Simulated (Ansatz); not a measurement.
Geometry optimisation, RKS PBE0-D4/def2-SVP (Ansatz 0.2.0).

Input file:

```yaml
crystal:
  periodic: [false, false, false]
  atoms:
    - { symbol: B, position_ang: [0.0, 0.0, 0.0] }
    - { symbol: Cl, position_ang: [0.0, 0.0, 2.21] }
    - { symbol: H, position_ang: [1.0305, 0.0, -0.595] }
    - { symbol: H, position_ang: [-1.0305, 0.0, -0.595] }
    - { symbol: Br, position_ang: [0.0978, -2.2185, 0.7379] }
    - { symbol: H, position_ang: [0.0571, -1.2951, 1.8904] }
basis:
  gaussian: { orbitals: def2-SVP }
hamiltonian:
  xc: pbe0
  dispersion: d4
relax:
  f_tol: 0.15
  max_steps: 25
  restrain:
    - { distance: [0, 4], at: 3.24, k: 30.0 }
    - { distance: [5, 1], at: 2.57, k: 30.0 }
    - { distance: [0, 1], at: 1.86, k: 30.0 }
    - { distance: [5, 4], at: 1.55, k: 30.0 }
```

Command:

```bash
$ ansatz run input.yaml --threads 1 --pin off --max-ram 2048MiB --backend cpu --events-out ev --progress --plain --runs-dir out
```

Q: Where does it end, and by what steps?

A: It converged. The restraints hold the end off the free minimum; the threshold counts their pulls, which the force column leaves out. Restrained pairs: B1–Br5 (2.34 → 3.24 Å), Cl2–H6 (1.34 → 2.57 Å), B1–Cl2 (2.21 → 1.82 Å), Br5–H6 (1.48 → 1.50 Å). After 7 steps the energy has fallen by 2.309 eV (the restraints' own energy left out); Cl2 moved furthest, 0.78 Å.

```csv
step,energy less start (eV),largest force component (eV/Å),accepted
0,0.0000,6.687,yes
1,-1.0019,2.154,yes
2,-1.4213,2.741,yes
3,-1.7862,2.584,yes
4,-2.2304,1.366,yes
5,-2.2838,1.269,yes
6,-2.2905,1.246,yes
7,-2.3085,1.169,yes
```

```xyz
6
Properties=species:S:1:pos:R:3
B -0.019 0.254 0.056
Cl -0.059 0.680 1.826
H 1.064 0.151 -0.447
H -1.074 0.174 -0.509
Br 0.072 -2.894 0.812
H 0.171 -1.880 1.911
```

Time of the run: 26 s on 1 thread of Arm Neoverse V1, with other jobs on the host, peak memory 0.16 GiB.
